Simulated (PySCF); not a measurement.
## Dipole moment and polarisability of `COC(=O)c1pcoc1C`

Compound: C6H7O3P.
Cartesian coordinates in Å at the PBE0-D3(BJ)/def2-SVP level; atoms count from 1:
```
atom  x, y, z in Å
C1     3.2286    0.4672    0.0286
O2     1.8854    0.8942    0.1502
C3     0.9527   -0.0460   -0.0484
O4     1.2210   -1.1924   -0.3226
C5    -0.4023    0.4974    0.1111
P6    -0.8185    2.1943    0.5005
C7    -2.4481    1.7034    0.4500
O8    -2.6630    0.4017    0.1719
C9    -1.5263   -0.2810   -0.0191
C10   -1.6818   -1.7210   -0.3380
H11    3.4180    0.0437   -0.9688
H12    3.8496    1.3560    0.1894
H13    3.4649   -0.3020    0.7792
H14   -3.3663    2.2696    0.6081
H15   -1.0232   -2.3291    0.2961
H16   -2.7285   -2.0214   -0.2010
H17   -1.3796   -1.9223   -1.3770
```

Level: B3LYP/def2-SVPD (PySCF), static field, nuclei fixed, core orbitals frozen in the response. The polarisability tensor in these axes (au):

```
x   129.31  -0.80  -1.85
y    -0.80 116.30  10.81
z    -1.85  10.81  71.83
```

Question: What are the eigenvalues, a third of the trace, and Δα (Δα² = ½Σ(αi − αj)² over the three pairs)?

Answer: Principal values 69.30, 118.66 and 129.49 au; mean 105.82 au = 15.68 Å³ = 17.45 × 10⁻⁴⁰ C²·m²/J; Δα = 55.57 au (53 % of the mean).

Question: What is the dipole moment, and where does it point?

Answer: (-0.42, 0.16, 0.08) D, 0.45 D in size, pointing from the negative to the positive side. Measured along this direction, the outermost atoms are H11 at the negative end and H14 at the positive end.

Question: Give the eigenvalues of the traceless quadrupole moment Θ = ½Σq(3rr − r²1), origin at the centre of nuclear charge.

Answer: -8.44, -3.28, 11.72 D·Å. The values depend on the origin, since the dipole doesn't vanish. The electronic extent ⟨r²⟩ about the same centre is 1731 bohr², a root-mean-square distance of 2.43 Å for the 82 electrons.

Question: Find the Langevin capture rate constant for O2+ (31.990 u) meeting this molecule (158.013 u), k = 2.342 × 10⁻⁹ cm³/s × √(α in Å³ / reduced mass in u).

Answer: The reduced mass is 26.60 u, so k = 1.80 × 10⁻⁹ cm³/s. The formula leaves out the permanent dipole, which adds to the capture rate.

Question: Molar refractivity from α?

Answer: Lorentz–Lorenz: R = (4π/3)N_A α = 2.5225 cm³/(mol·Å³) × 15.68 Å³ = 39.6 cm³/mol, in the limit of long wavelengths.

Question: In a dilute gas of rigid molecules at 273 K, how does the orientational term μ²/3kT compare with the electronic polarisability?

Answer: In Gaussian units μ²/3kT = 1.83 Å³ against 15.68 Å³, a ratio of 0.12; the Debye molar polarisation (4π/3)N_A(α + μ²/3kT) is 44.2 cm³/mol, leaving out the vibrational part.

The structure is a single PBE0-D3(BJ)/def2-SVP conformer in the gas phase; no vibrational or solvent corrections.
